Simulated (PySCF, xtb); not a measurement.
GaH3S, SMILES [SH][GaH2].

GFN2-xTB run with xtb 6.7.1 at its own geometry gives an orbital gap of 4.39 eV and a dipole moment of 1.58 D.

Coordinates come from a ωB97X-D3(BJ)/def2-TZVP optimisation.

Question: What does PBE0/def2-TZVPD (PySCF) give? (Estimate from the structure and the level; the computed values follow.)

Answer: gap 6.24 eV (levels -7.77 and -1.53 eV), dipole 1.12 D.
